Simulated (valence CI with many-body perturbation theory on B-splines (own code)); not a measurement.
## Energy levels of N

Computed by valence CI with perturbative core correlation (CI+MBPT): five valence electrons over a frozen Dirac-Fock core [He], radial functions for each j: 9 s, 9 p, 8 d, 6 f, 3 g, 1 h, with the one-electron correlation potential Σ1, the two-electron term Σ2, the three-electron term Σ3, Breit, model QED; selected CI, second order for the rest, scaled by the run's own slope (own B-spline code, finite nucleus).

Against 40 measured levels this calculation errs by 83 cm⁻¹ on average and by 191 at most. These come from a selection out of the NIST Handbook of Basic Atomic Spectroscopic Data. Levels without a partner in it may be off by more. Among the levels kept, up to 2300 cm⁻¹ of a level comes from second order outside the variational space, and about a tenth of that is noise between levels of different J, which matters for small intervals.

Levels 46 to 63 of 63, with energies above the lowest level, 2s2.2p3 4S°_3/2. "Leading %" is the weight of the configuration and term that name the level; weights of strongly mixed levels are sums over their largest components and can fall short. In the jj column 3d3/2^4 stands for four electrons in 3d with j = 3/2.

```
No.  Configuration  Term    J  E (cm⁻¹)  Leading %                     Leading jj      g
 46     2s2.2p2.3d    4D  7/2    104923         88      2s^2 2p3/2^2 3d5/2 (45 %)  1.423
 47     2s2.2p2.3d    4D  3/2    104952         83      2s^2 2p3/2^2 3d3/2 (41 %)  1.236
 48     2s2.2p2.3d    4D  5/2    104955         84      2s^2 2p3/2^2 3d3/2 (30 %)  1.381
 49     2s2.2p2.3d    2D  3/2    105077         89  2s^2 2p1/2 2p3/2 3d5/2 (44 %)  0.804
 50     2s2.2p2.3d    2D  5/2    105091         89      2s^2 2p3/2^2 3d5/2 (29 %)  1.199
 51     2s2.2p2.4p   2S°  1/2    106409         89      2s^2 2p3/2^2 4p3/2 (29 %)  2.002
 52     2s2.2p2.4p   4D°  1/2    106656         90      2s^2 2p1/2^2 4p1/2 (36 %)  0.016
 53     2s2.2p2.4p   4D°  3/2    106686         88  2s^2 2p1/2 2p3/2 4p1/2 (48 %)  1.211
 54     2s2.2p2.4p   4D°  5/2    106720         88  2s^2 2p1/2 2p3/2 4p3/2 (67 %)  1.377
 55     2s2.2p2.4p   4D°  7/2    106753         90      2s^2 2p3/2^2 4p3/2 (60 %)  1.429
 56     2s2.2p2.4p   4P°  1/2    106868         90  2s^2 2p1/2 2p3/2 4p1/2 (46 %)  2.650
 57     2s2.2p2.4p   4P°  3/2    106891         88  2s^2 2p1/2 2p3/2 4p3/2 (27 %)  1.724
 58     2s2.2p2.4p   4P°  5/2    106930         88      2s^2 2p3/2^2 4p3/2 (34 %)  1.594
 59     2s2.2p2.4p   2D°  3/2    107095         84  2s^2 2p1/2 2p3/2 4p3/2 (42 %)  0.804
 60     2s2.2p2.4p   2D°  5/2    107166         85      2s^2 2p3/2^2 4p3/2 (26 %)  1.202
 61     2s2.2p2.4p   4S°  3/2    107355         89  2s^2 2p1/2 2p3/2 4p3/2 (28 %)  1.996
 62     2s2.2p2.4p   2P°  1/2    107517         86  2s^2 2p1/2 2p3/2 4p3/2 (50 %)  0.667
 63     2s2.2p2.4p   2P°  3/2    107565         84      2s^2 2p3/2^2 4p3/2 (36 %)  1.336
```
